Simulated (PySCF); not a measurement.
Frontier orbitals and the lowest excitations

Nb(NMe)Br3, CH3Br3NNb (singlet state).
Structure used (PBE0-D3(BJ)/def2-SVP), in Å, numbered top down from 1:
```xyz
9
CH3Br3NNb angstrom
Nb     0.0102   -0.0439   -1.4903
N      0.0223    0.0617    0.2283
C      0.0211    0.0539    1.6445
H      0.4209    1.0014    2.0409
H     -1.0065   -0.0707    2.0256
H      0.6353   -0.7788    2.0262
Br     2.3480   -0.1280   -2.1935
Br    -1.1064    1.9419   -2.3804
Br    -1.2121   -2.1069   -1.9269
```

Method used: TDDFT PBE0/def2-SVPD, vertical, gas phase, core orbitals frozen in the response, def2 core potentials past Kr in PySCF. Spin–orbit coupling is left out. Note that the optimisation stopped short of convergence; the values belong to its last geometry.

Kohn–Sham orbitals with the atoms that hold most of them (Löwdin shares over 4%, at most four atoms):

```tsv
orbital	ε (eV)	atoms
LUMO+2	-1.41	Nb1 53%, Br9 11%, N2 10%, Br8 10%
LUMO+1	-2.86	Nb1 65%, Br8 14%, Br7 10%, Br9 7%
LUMO	-2.90	Nb1 65%, Br9 14%, Br7 11%, Br8 7%
HOMO	-8.09	Br9 32%, N2 29%, Br7 19%, Nb1 8%
HOMO-1	-8.11	Br8 33%, N2 28%, Br7 17%, Nb1 8%
HOMO-2	-8.60	Br8 36%, Br7 34%, Br9 30%
HOMO-3	-9.18	Br8 40%, Br7 28%, Br9 15%, Nb1 12%
```

How does S1 compare with the orbital gap of 5.18 eV?

S1 is at 3.66 eV (f = 0.0002), 1.53 eV below the gap, made of HOMO→LUMO (73%), HOMO-1→LUMO+1 (25%). 

Give energy, strength and leading configuration of S5 and S6, and follow the Löwdin shares of the leading atoms from the occupied to the empty orbital.

- S5 (4.55 eV, f 0.025), HOMO-2→LUMO (87%): Br8 36% → 7%, Br7 34% → 11%, Nb1 at most 1% → 65%, Br9 30% → 14%; the Löwdin share of niobium is at most 1% in HOMO-2 and 65% in LUMO (ligand-to-metal charge transfer by this measure)
- S6 (4.60 eV, f 0.028), HOMO-2→LUMO+1 (85%): Br8 36% → 14%, Br7 34% → 10%, Nb1 at most 1% → 65%; the Löwdin share of niobium is at most 1% in HOMO-2 and 65% in LUMO+1 (ligand-to-metal charge transfer by this measure)

Orbitals of the list HOMO-3 to LUMO+2 that lie within 0.01 eV of each other are written together with a slash and their weights summed (≥ marks a lower bound); for degenerate orbitals outside that list single weights are arbitrary.

Löwdin shares depend on the basis, the more so with diffuse functions.
